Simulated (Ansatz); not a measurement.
`CNCOC` + `BN` → `BNCOC` + CH₃NH₂  (substitution at a C–N bond)

Computed with Ansatz on PBE0-D4/def2-TZVP structures; ΔE is electronic, products minus reactants. CCSD(T)/CBS adds triple-zeta CCSD(T) − MP2 to the extrapolated MP2 energy (def2 sets, frozen cores). This one scheme is used for every species. DFT in def2-TZVPP. Each species was taken in one conformer, which may not be the lowest.

Task: Is it downhill or uphill in electronic energy at CCSD(T)/CBS, and by how much? (Estimate.)

Result: Ansatz gave: Uphill: ΔE = +0.14 eV.

Task: What do these levels give: B2PLYP, PBE, HF/def2-TZVPP, MP2/def2-TZVPP, HF/def2-QZVPP, SCS-MP2/def2-QZVPP? (An estimate is asked.)

Result: Ansatz gave: B2PLYP 0.13, PBE 0.14, HF/def2-TZVPP 0.09, MP2/def2-TZVPP 0.16, HF/def2-QZVPP 0.08, SCS-MP2/def2-QZVPP 0.13 eV.

Largest T1 diagnostic among the species: 0.012.

The D4 term adds +0.04 eV with B3LYP and +0.02 eV with PBE0; it sums over pairs of atoms, weighted by their polarisabilities, and B3LYP, whose exchange is more repulsive, gets the larger term. In def2-TZVPP, CCSD(T) changes the Hartree–Fock value by +0.06 eV (the triples alone add +0.01 eV) and MP2 by +0.07 eV.

B3LYP here is the variant with VWN-RPA as its local correlation; programs differ in this.
